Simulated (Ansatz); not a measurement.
Program: Ansatz. Geometries: PBE0-D4/def2-TZVP. ΔE: electronic, gas phase. CCSD(T)/CBS adds triple-zeta CCSD(T) − MP2 to the extrapolated MP2 energy (def2 sets, frozen cores). This one scheme is used for every species. Functionals use def2-TZVPP. Triplets are unrestricted, without spin–orbit coupling. For Ge outer-core shells are correlated without core-valence functions, which leaves a few kJ/mol of doubt a bond. Scalar relativity is left out up to krypton. Each species was taken in one conformer, which may not be the lowest.

`[CH3][Ge]([NH2])([NH2])[NH2]` → `[CH2]` (triplet) + `[NH2][GeH]([NH2])[NH2]`  (formal loss of a carbene)

`[CH3][Ge]([NH2])([NH2])[NH2]`:

Z-matrix (Å, degrees):
```
C
Ge 1 1.946
H 1 1.092 2 110.8
H 1 1.092 2 110.4 3 120.2
H 1 1.091 2 109.8 3 -120.1
N 2 1.839 1 106.7 3 -61.4
N 2 1.839 1 118.0 3 60.9
N 2 1.833 1 108.6 3 175.2
H 6 1.010 2 115.4 1 162.8
H 6 1.010 2 115.6 1 33.5
H 7 1.010 2 115.2 1 -65.0
H 7 1.011 2 114.7 1 63.1
H 8 1.011 2 114.6 1 60.8
H 8 1.011 2 113.1 1 -174.0
```

`[CH2]` (triplet):

Cartesian coordinates in Å:
```
C 0.246 -0.076 0.099
H -0.574 -0.480 0.672
H 0.328 0.557 -0.771
```

`[NH2][GeH]([NH2])[NH2]`:

Z-matrix (Å, degrees):
```
Ge
N 1 1.834
N 1 1.829 2 101.7
N 1 1.834 2 108.1 3 122.2
H 1 1.544 2 118.7 3 -117.5
H 2 1.011 1 114.4 3 51.6
H 2 1.010 1 115.3 3 179.6
H 3 1.010 1 114.5 2 179.6
H 3 1.011 1 113.3 2 54.1
H 4 1.009 1 115.8 2 102.6
H 4 1.010 1 115.8 2 -28.1
```

| level | ΔE (kJ/mol) |
| --- | --- |
| PBE0-D4 | 470.2 |
| ωB97M-V | 476.4 |
| B2PLYP | 463.7 |
| r2SCAN | 449.1 |
| HF/def2-QZVPP | 320.9 |
| MP2/def2-QZVPP | 486.7 |
| HF/CBS(def2) | 320.9 |
| MP2/CBS(def2) | 491.2 |

Q: What does CCSD(T)/CBS give? (An estimate is asked.)

A: The calculation gave: +476.0 kJ/mol. The listed levels differ from it by -5.8, 0.4, -12.3, -26.9, -155.1, 10.7, -155.1, 15.2 kJ/mol.

Largest T1 diagnostic among the species: 0.011.

The D4 term adds +12.2 kJ/mol with B3LYP and +6.8 kJ/mol with PBE0; it sums over pairs of atoms, weighted by their polarisabilities, and B3LYP, whose exchange is more repulsive, gets the larger term. From PBE to PBE0 (25 % exact exchange), in def2-TZVPP and without D4, ΔE moves by −6.9 kJ/mol.

B3LYP here is the variant with VWN-RPA as its local correlation; programs differ in this.
